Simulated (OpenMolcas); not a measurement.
**Te⁺: effect of the level shift or regulariser**

```json
{"Program": "OpenMolcas 26.06", "Basis": "ANO-RCC-VTZP [7s6p4d2f1g]", "Scalar Hamiltonian": "DKH2, point nucleus", "Active space": "3 electrons in 3 orbitals (5p)", "State averaging": "2S+1 = 4 odd, 1 root; 2S+1 = 2 odd, 8 roots", "Spin-orbit coupling": "RASSI with atomic mean-field integrals over the reference wave functions, term energies averaged over their components"}
```

Methods on the same reference wave functions:
A. CASSCF
B. SS-CASPT2, IPEA 0.25 Eh, imaginary shift 0.1 Eh (closed shells correlated: 4d 5s)
C. SS-CASPT2, IPEA 0.25 Eh, real shift 0.2 Eh (closed shells correlated: 4d 5s)
D. SS-CASPT2, IPEA 0.25 Eh, sigma2 regulariser 0.3 Eh (closed shells correlated: 4d 5s)

Energies in cm-1 above 5s2 5p3 4S* 3/2, the measured ground level; measured values from NIST Handbook of Basic Atomic Spectroscopic Data.

| Level | A | B | C | D | Measured |
| --- | --- | --- | --- | --- | --- |
| 5s2 5p3 4S* 3/2 | 0.0 | 0.0 | 0.0 | 0.0 | 0.0 |
| 5s2 5p3 2D* 3/2 | 14484 | 11330 | 11390 | 11330 | 10222 |
| 5s2 5p3 2D* 5/2 | 16167 | 13120 | 13180 | 13120 | 12422 |
| 5s2 5p3 2P* 1/2 | 26350 | 21990 | 22060 | 21990 | 20547 |
| 5s2 5p3 2P* 3/2 | 28746 | 24660 | 24720 | 24660 | 24032 |

Deviations, from unrounded energies. A percentage is the sum of absolute deviations over the sum of measured energies, with the sign that they share, or ± where signs differ.

```
                        Against measurement  Levels      A     B     C     D
             mean absolute deviation (cm-1)       4   4600   970  1000   970
other terms of the ground configuration (%)       4  +27.6  +5.8  +6.1  +5.8
```

B, D lie about equally close to measurement and A furthest from it. The largest miss of D in the table is 5s2 5p3 2P* 1/2, by +1400 cm-1. The ranking rests on the paired levels alone, and a cruder setting can come out closer through cancelling errors.

Among B to D the level of the table that moves most is 5s2 5p3 2P* 1/2, by 72 cm-1 (lowest in D, highest in C). Moves below CASPT2's spread within the term are not significant.

The mean deviations of B to D differ by less than CASPT2's widest spread within a term (110 cm-1), so their order carries little weight.

From A to B the spin-free energies of the other terms of 5s2 5p3 shown, above 4S*, scale by factors of 0.79 to 0.82.

The lowest spin-free term lies below A's lowest term by 0.508 hartree in B, 0.507 hartree in C, 0.508 hartree in D.

CASPT2 breaks the degeneracy within a term, and the mean is taken; among the terms shown or strongly mixed into the levels shown the widest spread is 110 cm-1 (5s2 5p3 2D*, C). With the s shell closed, the reference lacks s² → p² mixing. Measured partners are found by configuration, term and J. A level has none where our copy of the source lacks it or the pairing is in doubt (some pairs that miss far off the trend of their configuration count as doubtful), and it then counts in no deviation. Only configurations of the active space appear.

* marks odd parity.
